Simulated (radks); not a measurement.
Species: the tantalum ion Ta3+. Configuration: [Kr] 4d10 4f14 5s2 5p5 5d2 6s1 (not the ground configuration).

Method: scalar-relativistic Kohn-Sham, LDA (Slater exchange, Perdew-Wang correlation), spin-polarised, spherical densities, finite nucleus; open shells are filled with parallel spins first (spin-orbit coupling, left out, can overturn this in heavy ions); Fermi nuclear charge, rms radius 5.3507 fm; computed with a radial shooting solver on a logarithmic mesh with Libxc functionals.

Energy parts (hartree):
part                       energy
total                 -15589.8811
kinetic                17119.0311
electron-nucleus      -38417.8207
Hartree                 6013.7146
exchange-correlation    -304.8060

Orbitals (lengths in bohr, moments of r in powers of bohr; r(90%) holds 90 % of the orbital's charge):
orbital  occ.  eigenvalue (hartree)      <r^2>  r(90%)       <r^4>
1s up       1             -2474.147  0.0004794  0.0340   6.221e-07
1s down     1             -2474.143  0.0004794  0.0340   6.221e-07
2s up       1             -426.2259   0.007385   0.122  0.00009406
2s down     1             -426.2193   0.007385   0.122  0.00009406
2p up       3             -373.9344   0.006086   0.115  0.00007332
2p down     3             -373.9276   0.006086   0.115  0.00007332
3s up       1             -98.60495    0.04805   0.301    0.003476
3s down     1             -98.60066    0.04804   0.301    0.003476
3p up       3             -83.04465    0.04871   0.307    0.003721
3p down     3             -83.03997    0.04871   0.307    0.003721
3d up       5             -64.82398    0.04041   0.288    0.002879
3d down     5             -64.81835    0.04041   0.288    0.002879
4s up       1             -21.09968     0.2381   0.660     0.08240
4s down     1             -21.09102     0.2380   0.659     0.08232
4p up       3             -15.99163     0.2711   0.710      0.1099
4p down     3             -15.98229     0.2709   0.710      0.1096
4d up       5              -9.44400     0.3179   0.786      0.1639
4d down     5              -9.43215     0.3173   0.785      0.1629
5s up       1              -3.96517      1.331    1.56       2.593
5s down     1              -3.89436      1.319    1.55       2.544
5p up       3              -2.70324      1.797    1.83       4.874
5p down     2              -2.62002      1.778    1.82       4.779
4f up       7              -2.19983     0.5099    1.06      0.6242
4f down     7              -2.17717     0.4987    1.05      0.5883
5d up       2              -1.25594      3.532    2.64       20.34
5d down     0              -1.15986      3.570    2.66       21.22
6s up       1              -1.11697      7.338    3.64       75.96
6s down     0              -1.03390      7.679    3.74       84.24

The highest occupied level is 6s up at -30.394 eV. The configuration is held as typed, so some empty levels lie below it. Spin moment in Bohr magnetons: 4.
